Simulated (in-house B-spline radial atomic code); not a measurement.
Ag III (Ag2+) is squeezed into an impenetrable sphere of radius R (the orbitals vanish at R). No spin polarisation. Level of theory: non-relativistic Hartree-Fock, average of configuration, point nucleus; calculated with a B-spline radial code for spherical atoms.

Energies in eV above the free ion in [Kr] 4d9:

```json
{"R (bohr)": "8.16", "highest level (eV)": "-36.7", "[Kr] 4d9": "0", "[Ar] 3d10 4s2 4p5 4d10": "56.89", "[Ar] 3d9 4s2 4p6 4d9 4f1": "399.6", "-dE/dV in [Kr] 4d9 (GPa)": "3e-05"}
{"R (bohr)": "6.15", "highest level (eV)": "-36.7", "[Kr] 4d9": "0.002267", "[Ar] 3d10 4s2 4p5 4d10": "56.89", "[Ar] 3d9 4s2 4p6 4d9 4f1": "401.9", "-dE/dV in [Kr] 4d9 (GPa)": "0.0141"}
{"R (bohr)": "5.05", "highest level (eV)": "-36.6", "[Kr] 4d9": "0.04361", "[Ar] 3d10 4s2 4p5 4d10": "56.93", "[Ar] 3d9 4s2 4p6 4d9 4f1": "405.1", "-dE/dV in [Kr] 4d9 (GPa)": "0.388"}
{"R (bohr)": "4.59", "highest level (eV)": "-36.5", "[Kr] 4d9": "0.1453", "[Ar] 3d10 4s2 4p5 4d10": "57.04", "[Ar] 3d9 4s2 4p6 4d9 4f1": "407.2", "-dE/dV in [Kr] 4d9 (GPa)": "1.54"}
{"R (bohr)": "3.6", "highest level (eV)": "-35.5", "[Kr] 4d9": "1.828", "[Ar] 3d10 4s2 4p5 4d10": "58.8", "[Ar] 3d9 4s2 4p6 4d9 4f1": "415.2", "-dE/dV in [Kr] 4d9 (GPa)": "30.8"}
{"R (bohr)": "3.29", "highest level (eV)": "-34.5", "[Kr] 4d9": "4.018", "[Ar] 3d10 4s2 4p5 4d10": "61.1", "[Ar] 3d9 4s2 4p6 4d9 4f1": "419.9", "-dE/dV in [Kr] 4d9 (GPa)": "81.4"}
{"R (bohr)": "2.54", "highest level (eV)": "-27.1", "[Kr] 4d9": "28.57", "[Ar] 3d10 4s2 4p5 4d10": "87.03", "[Ar] 3d9 4s2 4p6 4d9 4f1": "451.6", "-dE/dV in [Kr] 4d9 (GPa)": "1040"}
{"R (bohr)": "2.32", "highest level (eV)": "-21.6", "[Kr] 4d9": "52.63", "[Ar] 3d10 4s2 4p5 4d10": "112.3", "[Ar] 3d9 4s2 4p6 4d9 4f1": "477.9", "-dE/dV in [Kr] 4d9 (GPa)": "2380"}
{"R (bohr)": "1.67", "highest level (eV)": "26.9", "[Kr] 4d9": "379.5", "[Ar] 3d10 4s2 4p5 4d10": "448.5", "[Ar] 3d9 4s2 4p6 4d9 4f1": "811.5", "-dE/dV in [Kr] 4d9 (GPa)": "38300"}
{"R (bohr)": "1.53", "highest level (eV)": "53", "[Kr] 4d9": "604.9", "[Ar] 3d10 4s2 4p5 4d10": "677.8", "[Ar] 3d9 4s2 4p6 4d9 4f1": "1040", "-dE/dV in [Kr] 4d9 (GPa)": "75400"}
```

(1) Does [Ar] 3d10 4s2 4p5 4d10 fall below [Kr] 4d9 under compression?

(2) Does [Ar] 3d9 4s2 4p6 4d9 4f1 fall below [Kr] 4d9 under compression?

The highest level is first positive in the row R = 1.67 bohr, pushed up by confinement above the zero of the free ion's potential. Each configuration is held fixed and needn't be the lowest in the sphere.

Answers

(1) No, it stays above over the whole range.

(2) No, it stays above over the whole range.
